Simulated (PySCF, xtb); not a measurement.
AlClH4O2SSi, SMILES [OH][Al]([OH])[S][SiH2]Cl.

xtb with GFN2-xTB at its own geometry gives an orbital gap of 4.11 eV and a dipole moment of 2.45 D.

The structure is a stationary point at PBE0-D3(BJ)/def2-SVP. The structure was generated by enumeration; whether it is a known compound was not checked. The values are those of a single conformer.

**Question.** What does PySCF with PBE/def2-TZVP give? (The exact figures need the calculation; the answer reports its results.)

**Answer.** gap 4.76 eV (levels -6.52 and -1.76 eV), dipole 2.00 D.
